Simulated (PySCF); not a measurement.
## Calculated data, BH$_{3}$N

Computed with PySCF 2.14.0. Calculation on a computer-drawn molecule: vertical ionisation energy to the stated ion spin, frozen-core CCSD(T) at the basis limit and cheaper methods, single-reference cases, UHF for radicals, no spin-orbit; all values are single points at the evaluated structure, the first of each entry, which is the reference or a displaced copy of it and isn't optimised; the reference structure only sets the zero of the energies above reference; triples share is (T) over the correlation energy.

```yaml
- formula: BH3N
  evaluated_structure:
    atoms_angstrom:
      - [B, -0.2215, -0.9848, 0.7645]
      - ["N", 0.1167, -2.1056, 1.3552]
      - [H, -0.5941, -0.0457, 0.2913]
      - [H, 1.0794, -2.4802, 1.297]
      - [H, -0.4493, -2.6854, 1.8985]
  reference_structure:
    atoms_angstrom:
      - [B, -0.2462, -1.0135, 0.7906]
      - ["N", 0.145, -2.1266, 1.3639]
      - [H, -0.5951, -0.0203, 0.2791]
      - [H, 1.0895, -2.4819, 1.289]
      - [H, -0.471, -2.7057, 1.9199]
  given:
    charge: 1
    multiplicity: 1
    ion_multiplicity: 2
    diffuse_functions: "no"
    basis: cc-pVnZ
    reference_is: "the Hartree-Fock double-zeta minimum"
    best_is: "HF at quadruple zeta + MP2 correlation extrapolated from triple and quadruple zeta + CCSD(T) minus MP2 at triple zeta"
    basis_step_is: "the size of the change from the same recipe one zeta lower"
    drawn_bonds_atom: [1, 1, 2, 2]
    drawn_bonds_other_atom: [2, 3, 4, 5]
    drawn_bonds_order: [1, 1, 1, 1]
  results:
    "ionisation_energy_best [eV]": 20.16
    "ionisation_energy_basis_step [eV]": 0.03009
    "energy_above_reference_best [kcal/mol]": 2.4
    "energy_above_reference_basis_step [kcal/mol]": 0.006613
    triple_zeta_method: [HF, PBE, r2SCAN, B3LYP, wB97X, MP2, CCSD, "CCSD(T)"]
    "triple_zeta_ionisation_energy [eV]": [18.32, 20.25, 20.02, 20.16, 20.02, 20.1, 19.9, 20.03]
    "triple_zeta_energy_above_reference [kcal/mol]": [2.134, 2.786, 2.427, 2.338, 2.511, 2.369, 2.425, 2.474]
    "ionisation_energy_Koopmans_at_triple_zeta [eV]": 20.31
    "ionisation_energy_EOM_CCSD_at_triple_zeta [eV]": 19.99
    "total_energy_HF_triple_zeta [hartree]": -80.6448
    "total_energy_CCSD(T)_triple_zeta [hartree]": -80.9556
    "total_energy_best [hartree]": -80.9952
    T1_diagnostic_at_triple_zeta: 0.01262
    D1_diagnostic_at_triple_zeta: 0.03332
    ion_T1_diagnostic_at_triple_zeta: 0.00834
    ion_D1_diagnostic_at_triple_zeta: 0.02199
    ion_spin_squared_at_triple_zeta: 0.7568
    triples_share_at_triple_zeta: 0.03432
    basis_functions_triple_zeta: 102
```
